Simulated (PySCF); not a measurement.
## Electron correlation in N⁺ (nitrogen, charge +1)

[He] 2s2 2p2, high-spin 3P determinant. Computed with PySCF 2.14 in x2c-QZVPPall with one added diffuse shell each of s, p, d, f type (8s5p4d3f1g, 73 functions), with scalar relativity by spin-free X2C-1e. Frozen: nothing; 6 electrons correlated.

```
  level  correlation energy (mhartree)
   CCSD                        -119.62
    (T)                          -2.03
CCSD(T)                        -121.65
```

Diagnostics: T1 = 0.0054, D1 = 0.0133, largest double amplitude 0.116.

Cost of the coupled-cluster step: of the order of 13 core-seconds, for 6 correlated electrons.

This basis was not built for core-valence correlation, so the inner-shell part is incomplete.
